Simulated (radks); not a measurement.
Initial-state core-level shifts of the copper ion Cu+ when its valence configuration changes from [Ar] 3d10. Calculated with a radial shooting solver on a logarithmic mesh with Libxc functionals: non-relativistic Kohn-Sham, PBE, spin-unpolarised, spherical densities, point nucleus. Shifts are changes of the shell-averaged eigenvalues in eV (positive: less bound); the change of the density at the nucleus, which sets a Mossbauer isomer shift, is in e/bohr^3, on a base of 1.664e+04.

| valence | 1s | 2s | 2p | 3s | density at nucleus |
|---|---|---|---|---|---|
| 3d9 4s1 | -6.232 | -6.873 | -6.807 | -6.237 | +8.590 |
| 3d9 4p1 | -7.920 | -8.466 | -8.404 | -7.929 | +1.205 |
| 3d7 4p3 | -27.425 | -29.837 | -29.594 | -26.362 | +6.037 |
| 3d7 4s0.5 4p2.5 | -26.722 | -29.155 | -28.914 | -25.662 | +11.304 |
| 3d9.5 4p0.5 | -3.784 | -4.023 | -3.995 | -3.822 | +0.504 |
| 3d8 4p2 | -17.123 | -18.478 | -18.334 | -16.812 | +3.219 |
| 3d6 4s2 4p2 | -36.051 | -39.790 | -39.449 | -33.759 | +33.168 |
| 3d6 4s1.5 4p2.5 | -36.738 | -40.463 | -40.120 | -34.438 | +27.473 |
| 3d7 4s2 4p1 | -24.512 | -27.015 | -26.777 | -23.470 | +26.281 |
